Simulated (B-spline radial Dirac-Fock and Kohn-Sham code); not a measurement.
Subshell cross sections of Nb⁵⁺, photon energy 2040 eV

System: niobium as Nb⁵⁺ in the configuration [Ar] 3d10 4s2 4p6.

Input of the calculation (task.json; shells as n, l, electrons):

```json
{"items": [{
  "Z": 41,
  "q": 5,
  "cfg": [[1, 0, 2], [2, 0, 2], [2, 1, 6], [3, 0, 2], [3, 1, 6], [3, 2, 10], [4, 0, 2], [4, 1, 6]],
  "A": 93,
  "rrms": 4.324,
  "do": ["binding", "quiet", "photo"],
  "hv": [35.6, 42.6, 139.0, 174.0, 231.0, 286.0, 395.0, 495.0, 617.0, 1440.0, 1610.0, 2040.0, 2400.0, 2740.0, 4420.0, 5120.0, 5340.0, 6420.0, 13900.0, 26500.0, 27300.0, 38700.0, 51000.0, 56000.0]
}]}
```

Command: `python xray_run.py task.json out`

The computed values come from a radial B-spline solver: a relativistic central-field model (Hartree-Slater potential of the initial state, Latter tail, multipole expansion of the photon field, Dirac-Fock thresholds). The asymmetry parameter β is from the dipole term alone. Kinetic energies are from the vacuum level.

The last column is dσ/dΩ = σ/(4π) · [1 + β P₂(cos θ)] at θ = 0° from the polarisation vector of linearly polarised light.

```
subshell  electrons  binding (eV)  kinetic (eV)  σ (kb)     β  dσ/dΩ (kb/sr)
      3s          2         546.7        1493.3    18.1  2.00           4.32
   3p1/2          2         456.6        1583.4    20.8  1.59           4.28
   3p3/2          4         440.8        1599.2    39.8  1.62           8.30
   3d3/2          4         281.9        1758.1    16.7  1.14           2.85
   3d5/2          6         279.2        1760.8    24.1  1.12           4.06
      4s          2         132.6        1907.4    3.33  2.00          0.795
   4p1/2          2         103.3        1936.7    3.17  1.60          0.657
   4p3/2          4         100.9        1939.1    6.07  1.63           1.27
```

Branching ratios of the spin-orbit partners (statistical value in brackets): 3p 1.92 (2.00), 3d 1.44 (1.50), 4p 1.91 (2.00).

Run: 4.1 s of CPU time on 1 thread of Neoverse-N1 (shared host), peak memory 0.47 GiB.
